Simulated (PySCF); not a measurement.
**Ti⁺ (titanium, charge +1) across methods**

[Ar] 3d1 4s2, 2D determinant (an excited configuration). All numbers are calculated (PySCF 2.14, the non-relativistic Hamiltonian (point nucleus), in def2-TZVPPD).

| method | E (hartree) | mean ε 3d α (eV) | mean ε 4s α (eV) | mean ε 4s β (eV) | Σ⟨r²⟩ (bohr²) | ⟨S²⟩ |
| --- | --- | --- | --- | --- | --- | --- |
| PBEsol | -847.746 | -17.003 | -12.069 | -11.841 | 34.71 | 0.751 |
| UHF | -848.04307 | -24.781 | -14.054 | -13.801 | 35.68 | 0.752 |
| LDA | -846.875 | -17.044 | -12.235 | -12.001 | 34.56 | 0.751 |
| PBE0 | -848.749 | -19.193 | -12.749 | -12.536 | 34.84 | 0.751 |
| PBE | -848.704 | -17.111 | -12.050 | -11.830 | 34.74 | 0.751 |
| BHandHLYP | -848.959 | -21.245 | -13.307 | -13.144 | 34.92 | 0.751 |
| B3LYP | -848.970 | -18.857 | -12.637 | -12.459 | 34.72 | 0.751 |
| r2SCAN0 | -848.892 | -19.632 | -12.809 | -12.565 | 35.00 | 0.752 |
| r2SCAN | -848.890 | -17.691 | -12.144 | -11.881 | 35.00 | 0.752 |
